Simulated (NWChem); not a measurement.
System: CH7BN2O; SMILES COB(N)N

NWChem input:

```
start job
memory heap 200 mb stack 900 mb global 1100 mb
geometry units angstroms noautosym nocenter noautoz
  B      0.025565    -0.520038    -0.000107
  O      0.715411     0.678245    -0.000319
  C      0.054600     1.901006    -0.000281
  H     -0.582478     2.038032     0.895134
  H      0.801256     2.710146    -0.001331
  H     -0.584179     2.037148    -0.894601
  N     -1.396821    -0.559155    -0.000577
  H     -1.975246     0.266626     0.002355
  H     -1.924217    -1.418932     0.001335
  N      0.818517    -1.696840     0.000566
  H      0.452211    -2.635451    -0.002753
  H      1.825878    -1.638331    -0.002292
end
basis spherical
  B library pcsseg-1
  O library pcsseg-1
  C library pcsseg-1
  H library pcsseg-1
  N library pcsseg-1
end
dft
  xc slater vwn_5
  iterations 150
end
property
  shielding 11 1 2 3 4 5 7 8 9 10 11 12
  efieldgrad
end
task dft property
```

Excerpt of the output:

```
             Northwest Computational Chemistry Package (NWChem) 7.3.0
             --------------------------------------------------------

                             Geometry "geometry" -> ""
                             -------------------------

 Output coordinates in angstroms (scale by  1.889725989 to convert to a.u.)

  No.       Tag          Charge          X              Y              Z
 ---- ---------------- ---------- -------------- -------------- --------------
    1 B                    5.0000     0.02556500    -0.52003800    -0.00010700
    2 O                    8.0000     0.71541100     0.67824500    -0.00031900
    3 C                    6.0000     0.05460000     1.90100600    -0.00028100
    4 H                    1.0000    -0.58247800     2.03803200     0.89513400
    5 H                    1.0000     0.80125600     2.71014600    -0.00133100
    6 H                    1.0000    -0.58417900     2.03714800    -0.89460100
    7 N                    7.0000    -1.39682100    -0.55915500    -0.00057700
    8 H                    1.0000    -1.97524600     0.26662600     0.00235500
    9 H                    1.0000    -1.92421700    -1.41893200     0.00133500
   10 N                    7.0000     0.81851700    -1.69684000     0.00056600
   11 H                    1.0000     0.45221100    -2.63545100    -0.00275300
   12 H                    1.0000     1.82587800    -1.63833100    -0.00229200

 Effective nuclear repulsion energy (a.u.)     176.1701671715

                              NWChem Property Module
                              ----------------------

  itol2e modified to match energy
  convergence criterion.

                                 NWChem DFT Module
                                 -----------------

 Summary of "ao basis" -> "ao basis" (spherical)
 ------------------------------------------------------------------------------
       Tag                 Description            Shells   Functions and Types
 ---------------- ------------------------------  ------  ---------------------
 B                          pcsseg-1                 7       17   3s3p1d
 O                          pcsseg-1                 7       17   3s3p1d
 C                          pcsseg-1                 7       17   3s3p1d
 H                          pcsseg-1                 3        5   2s1p
 N                          pcsseg-1                 7       17   3s3p1d

  itol2e modified to match energy
  convergence criterion.

            General Information
            -------------------
          SCF calculation type: DFT
          Wavefunction type:  closed shell.
          No. of atoms     :    12
          No. of electrons :    40
           Alpha electrons :    20
            Beta electrons :    20
          Charge           :     0
          Spin multiplicity:     1
          Use of symmetry is: off; symmetry adaption is: off
          Maximum number of iterations: 150
          AO basis - number of functions:   120
                     number of shells:    56
          Convergence on energy requested:  1.00D-07
          Convergence on density requested:  1.00D-05
          Convergence on gradient requested:  5.00D-04

              XC Information
              --------------
                        Slater Exchange Functional  1.000 local
                      VWN V Correlation Functional  1.000 local

             Grid Information
             ----------------
          Grid used for XC integration:  fine
          Radial quadrature: Mura-Knowles
          Angular quadrature: Lebedev.
          Tag              B.-S. Rad. Rad. Pts. Rad. Cut. Ang. Pts.
          ---              ---------- --------- --------- ---------
          B                   0.85       70          11.0       590
          O                   0.60       70          10.0       590
          C                   0.70       70          12.0       590
          H                   0.35       60          13.0       590
          N                   0.65       70          12.0       590
          Grid pruning is: on
          Number of quadrature shells:   770
          Spatial weights used:  Erf1

      Superposition of Atomic Density Guess
      -------------------------------------

 Sum of atomic energies:        -248.98476619

      Non-variational initial energy
      ------------------------------

 Total energy =    -251.800947
 1-e energy   =    -685.314742
 2-e energy   =     257.343627
 HOMO         =      -0.343836
 LUMO         =       0.052390

   convergence    iter        energy       DeltaE   RMS-Dens  Diis-err
 ---------------- ----- ----------------- --------- --------- ---------
 d= 0,ls=0.0,diis     1   -249.7857342531 -4.26D+02  9.63D-03  1.45D+00
 d= 0,ls=0.0,diis     2   -249.7351573750  5.06D-02  6.84D-03  1.74D+00
 d= 0,ls=0.0,diis     3   -249.8769414790 -1.42D-01  1.87D-03  2.87D-01
 d= 0,ls=0.0,diis     4   -249.8980400643 -2.11D-02  6.98D-04  2.77D-02
 d= 0,ls=0.0,diis     5   -249.9004930717 -2.45D-03  1.86D-04  1.63D-03
  Resetting Diis
 d= 0,ls=0.0,diis     6   -249.9006559238 -1.63D-04  2.50D-05  1.86D-05
 d= 0,ls=0.0,diis     7   -249.9006576847 -1.76D-06  1.99D-05  2.62D-06
 d= 0,ls=0.0,diis     8   -249.9006572423  4.42D-07  1.22D-05  6.43D-06
 d= 0,ls=0.0,diis     9   -249.9006579978 -7.56D-07  1.56D-06  1.59D-07
 d= 0,ls=0.0,diis    10   -249.9006580125 -1.47D-08  3.12D-07  5.88D-09

         Total DFT energy =     -249.900658012476
      One electron energy =     -691.273165849806
           Coulomb energy =      297.681910301936
    Exchange-Corr. energy =      -32.479569636113
 Nuclear repulsion energy =      176.170167171507

 Numeric. integr. density =       39.999998013181

                       DFT Final Molecular Orbital Analysis
                       ------------------------------------

 Vector   18  Occ=2.000000D+00  E=-2.592508D-01
              MO Center=  5.3D-01,  1.0D+00, -7.6D-04, r^2= 1.9D+00
   Bfn.  Coefficient  Atom+Function         Bfn.  Coefficient  Atom+Function
  ----- ------------  ---------------      ----- ------------  ---------------
    24      0.371675   2 O  px               27      0.372302   2 O  px
    57     -0.227983   5 H  s                21      0.203756   2 O  px
    41     -0.171530   3 C  px               20      0.166208   2 O  s
    62      0.130325   6 H  s                52      0.129214   4 H  s
    19      0.111086   2 O  s                44     -0.105053   3 C  px

[...]

          -----------------------------------------
          Chemical Shielding Tensors (GIAO, in ppm)
          -----------------------------------------

                                NWChem CPHF Module
                                ------------------

  scftype          =     RHF
  nclosed          =       20
  nopen            =        0
  variables        =     2000
  # of vectors     =        3
  tolerance        = 0.10D-03
  level shift      = 0.00D+00
  max iterations   =       50
  max subspace     =       30

 SCF residual:    2.6605204024941669E-005

Iterative solution of linear equations
  No. of variables     2000
  No. of equations        3
  Maximum subspace       30
        Iterations       50
       Convergence  1.0D-04

   iter   nsub   residual    time
   ----  ------  --------  ---------
     1      3    7.93D-06      50.5

      Atom:    1  B
        Diamagnetic
    205.7290     -0.3329     -0.0005
     -0.3329    205.4813     -0.0035
     -0.0005     -0.0035    178.5837

        Paramagnetic
   -138.7152     -5.9369     -0.0008
     -5.9369   -146.4451      0.0007
     -0.0008      0.0007    -86.7164

        Total Shielding Tensor
     67.0138     -6.2698     -0.0013
     -6.2698     59.0363     -0.0028
     -0.0013     -0.0028     91.8673

           isotropic =      72.6391
          anisotropy =      28.8423

          Principal Components and Axis System
                 1           2           3
               91.8673     70.4561     55.5940

      1        -0.0000      0.8766      0.4813
      2        -0.0001     -0.4813      0.8766
      3         1.0000     -0.0000      0.0001

      Atom:    2  O
        Diamagnetic
    385.3270     -1.6945     -0.0022
     -1.6945    421.2974     -0.0060
     -0.0022     -0.0060    373.3444

        Paramagnetic
   -123.0118     77.4068     -0.0000
     77.4068   -205.7635     -0.0021
     -0.0000     -0.0021    -18.9442

        Total Shielding Tensor
    262.3152     75.7123     -0.0022
     75.7123    215.5339     -0.0082
     -0.0022     -0.0082    354.4003

           isotropic =     277.4164
          anisotropy =     115.4758

          Principal Components and Axis System
                 1           2           3
              354.4003    318.1676    159.6814

      1        -0.0001      0.8047     -0.5936
      2        -0.0001      0.5936      0.8047
      3         1.0000      0.0002      0.0000

      Atom:    3  C
        Diamagnetic
    245.7681     -6.4614     -0.0012
     -6.4614    256.2946      0.0010
     -0.0012      0.0010    241.4255

        Paramagnetic
   -132.0576    -25.9388     -0.0039
    -25.9388    -88.1550     -0.0022
     -0.0039     -0.0022   -138.4734

        Total Shielding Tensor
    113.7104    -32.4002     -0.0051
    -32.4002    168.1396     -0.0012
     -0.0051     -0.0012    102.9520

           isotropic =     128.2674
          anisotropy =      82.4563

          Principal Components and Axis System
                 1           2           3
              183.2382    102.9520     98.6118

      1        -0.4224     -0.0011      0.9064
      2         0.9064     -0.0005      0.4224
      3         0.0000      1.0000      0.0012

      Atom:    4  H
        Diamagnetic
     27.7453     -3.2310     -7.0518
     -3.2310     27.9925      4.0830
     -7.0518      4.0830     30.0309

        Paramagnetic
     -1.8662      0.4730      4.7399
      0.4730      1.5999     -0.9403
      4.7399     -0.9403     -3.6138

        Total Shielding Tensor
     25.8791     -2.7580     -2.3119
     -2.7580     29.5925      3.1427
     -2.3119      3.1427     26.4171

           isotropic =      27.2962
          anisotropy =       8.9343

          Principal Components and Axis System
                 1           2           3
               33.2524     24.8161     23.8202

      1        -0.4362      0.5151      0.7378
      2         0.7525      0.6585     -0.0149
      3         0.4935     -0.5487      0.6748

      Atom:    5  H
        Diamagnetic
     27.7437      6.7002     -0.0091
      6.7002     36.2754     -0.0120
     -0.0091     -0.0120     21.5391

        Paramagnetic
     -2.4741     -5.3411      0.0058
     -5.3411     -3.4270      0.0068
      0.0058      0.0068      1.3395

        Total Shielding Tensor
     25.2696      1.3590     -0.0033
      1.3590     32.8484     -0.0052
     -0.0033     -0.0052     22.8786

           isotropic =      26.9989
          anisotropy =       9.1288

          Principal Components and Axis System
                 1           2           3
               33.0847     25.0333     22.8786

      1         0.1713      0.9852      0.0012
      2         0.9852     -0.1713      0.0004
      3        -0.0006     -0.0011      1.0000

      Atom:    6  N
        Diamagnetic
    330.5011      1.3492     -0.0310
      1.3492    323.1764      0.0094
     -0.0310      0.0094    298.8076

        Paramagnetic
    -79.7809      3.0351     -0.0367
      3.0351   -125.9095     -0.0130
     -0.0367     -0.0130    -78.7198

        Total Shielding Tensor
    250.7202      4.3843     -0.0677
      4.3843    197.2670     -0.0036
     -0.0677     -0.0036    220.0879

           isotropic =     222.6917
          anisotropy =      42.5788

          Principal Components and Axis System
                 1           2           3
              251.0776    220.0877    196.9097

      1         0.9967      0.0022     -0.0812
      2         0.0812      0.0003      0.9967
      3        -0.0022      1.0000     -0.0001

      Atom:    7  H
        Diamagnetic
     34.7782     -7.0058     -0.0363
     -7.0058     35.9932      0.0374
     -0.0363      0.0374     20.0511

        Paramagnetic
     -2.0862      1.7665      0.0086
      1.7665     -3.2132     -0.0103
      0.0086     -0.0103      2.7868

        Total Shielding Tensor
     32.6920     -5.2392     -0.0278
     -5.2392     32.7800      0.0271
     -0.0278      0.0271     22.8380

           isotropic =      29.4367
          anisotropy =      12.8083

          Principal Components and Axis System
                 1           2           3
               37.9755     27.4966     22.8379

      1        -0.7041      0.7101      0.0019
      2         0.7101      0.7041     -0.0017
      3         0.0026     -0.0001      1.0000

      Atom:    8  H
        Diamagnetic
     33.7233      8.6896     -0.0227
      8.6896     37.5840     -0.0238
     -0.0227     -0.0238     21.0889

        Paramagnetic
     -2.3877     -2.7723      0.0044
     -2.7723     -3.5694      0.0066
      0.0044      0.0066      2.4357

        Total Shielding Tensor
     31.3356      5.9173     -0.0182
      5.9173     34.0146     -0.0172
     -0.0182     -0.0172     23.5246

           isotropic =      29.6249
          anisotropy =      13.6758

          Principal Components and Axis System
                 1           2           3
               38.7421     26.6081     23.5246

      1         0.6242      0.7813      0.0019
      2         0.7813     -0.6242      0.0006
      3        -0.0016     -0.0011      1.0000

      Atom:    9  N
        Diamagnetic
    324.1252     -4.7474     -0.0171
     -4.7474    329.5018      0.0361
     -0.0171      0.0361    298.1925

        Paramagnetic
   -109.9642    -33.3341     -0.0306
    -33.3341    -88.7880      0.0209
     -0.0306      0.0209    -97.4294

        Total Shielding Tensor
    214.1610    -38.0815     -0.0477
    -38.0815    240.7138      0.0570
     -0.0477      0.0570    200.7631

           isotropic =     218.5460
          anisotropy =      73.8314

          Principal Components and Axis System
                 1           2           3
              267.7669    200.7630    187.1080

      1        -0.5791      0.0003      0.8152
      2         0.8152     -0.0012      0.5791
      3         0.0011      1.0000      0.0004

      Atom:   10  H
        Diamagnetic
     27.7054      3.7062      0.0136
      3.7062     43.5641      0.0572
      0.0136      0.0572     21.1407

        Paramagnetic
     -0.3596     -1.6705     -0.0077
     -1.6705     -5.1972     -0.0178
     -0.0077     -0.0178      2.3312

        Total Shielding Tensor
     27.3458      2.0357      0.0060
      2.0357     38.3670      0.0395
      0.0060      0.0395     23.4719

           isotropic =      29.7282
          anisotropy =      13.5043

          Principal Components and Axis System
                 1           2           3
               38.7311     26.9818     23.4718

      1         0.1760      0.9844     -0.0002
      2         0.9844     -0.1760     -0.0026
      3         0.0026     -0.0003      1.0000

      Atom:   11  H
        Diamagnetic
     43.7258     -2.0146     -0.0494
     -2.0146     27.3132      0.0056
     -0.0494      0.0056     20.9751

        Paramagnetic
     -5.4096      0.4304      0.0148
      0.4304     -0.5395      0.0016
      0.0148      0.0016      2.2543

        Total Shielding Tensor
     38.3161     -1.5843     -0.0346
     -1.5843     26.7738      0.0072
     -0.0346      0.0072     23.2294

           isotropic =      29.4398
          anisotropy =      13.6349

          Principal Components and Axis System
                 1           2           3
               38.5297     26.5602     23.2293

      1         0.9910      0.1336      0.0022
      2        -0.1336      0.9910     -0.0011
      3        -0.0023      0.0007      1.0000
```

Level: LDA (Slater exchange, VWN5)/pcSseg-1, GIAO. The geometry was optimised at PBE0/def2-SVP. NWChem prints the field gradient with the sign opposite to the second derivative of the potential. The output numbers the shielded atoms by their place in the input's list. The printed shielding anisotropy is the first printed principal value minus the mean of the other two.
